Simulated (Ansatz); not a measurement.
Basis sets compared for Ga(PH3)F3 (GaPH₃F₃). Total charge 0; singlet. Geometry PBE0-D4/def2-SVP. Ansatz on 2 threads of Arm Neoverse N1 on a shared host; times are rough, and most runs start from earlier orbitals.

```xyz
8

Ga   -1.0158   -0.4366   -0.8171
P     0.8251    0.3525    0.6630
H     1.5740   -0.6322    1.3470
H     0.4680    1.2057    1.7321
H     1.8603    1.1021    0.0589
F    -1.9516   -1.3664    0.3367
F    -0.0882   -1.3345   -2.0023
F    -1.6719    1.1093   -1.3183
```

The 6-31G sets use Cartesian d functions.

Binding counts from free atoms (Ga doublet, P quartet, H doublet, F doublet) in the same basis, without a counterpoise term.

```tsv
level	functions	energy (Eh)	HOMO (eV)	LUMO (eV)	binding per atom (eV)	wall time
HF/STO-3G	45	-2533.6596	-5.90	9.71	–	0.45 s
HF/6-31G	75	-2563.7491	-13.47	2.71	2.00	1.1 s
PBE-D4/def2-SVP	107	-2566.3393	-7.89	-1.44	3.29	2.4 s
PBE0-D4/def2-SVP	107	-2566.4121	-9.61	-0.58	3.19	3.8 s
```

**Question.** Estimate the rows for PBE-D4/def2-TZVP, PBE0-D4/def2-TZVP.

**Answer.** 
| level | functions | energy (Eh) | HOMO (eV) | LUMO (eV) | binding per atom (eV) | wall time |
| --- | --- | --- | --- | --- | --- | --- |
| PBE-D4/def2-TZVP | 196 | -2567.0893 | -8.20 | -1.81 | 3.28 | 4.9 s |
| PBE0-D4/def2-TZVP | 196 | -2567.1574 | -9.78 | -0.91 | 3.19 | 8 s |
